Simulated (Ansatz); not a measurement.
Frontier orbitals of CH₄N₂OSi.

```xyz
9

N    -0.2329   -1.3745   -0.9622
Si    0.0158    0.2124   -0.4740
N     1.2955    0.5698    0.6843
C     0.3225    0.9921    1.4005
O    -0.9185    0.8239    0.8544
H    -0.6173   -1.6110   -1.8602
H    -0.1024   -2.1722   -0.3638
H    -0.1281    1.0831   -1.6565
H     0.3652    1.4764    2.3775
```

Total charge 0; spin multiplicity 1. The geometry is a stationary point of PBE0-D4/def2-TZVP. It is one conformer, not always the lowest. Basis def2-TZVPP, Ansatz 0.2.0.

```tsv
functional	HOMO (eV)	LUMO (eV)	gap (eV)
PBE	-6.14	-1.28	4.86
BLYP	-6.04	-1.17	4.87
PBE0	-7.67	-0.23	7.44
B3LYP	-7.42	-0.50	6.92
r2SCAN0	-7.88	-0.05	7.83
ωB97M-V	-10.04	1.76	11.80
HF	-11.08	3.17	14.25
```

A quarter of exact exchange (PBE0) shifts PBE's HOMO by −1.52 eV and its LUMO by +1.05 eV; full exchange at long range (ωB97M-V) shifts them by −3.90 and +3.04 eV. The gap opens from 4.86 to 11.80 eV, since occupied levels lose self-interaction and empty ones feel all the electrons. A positive LUMO is unbound and depends on the basis.

B3LYP here is the variant with VWN-RPA as its local correlation; programs differ in this.
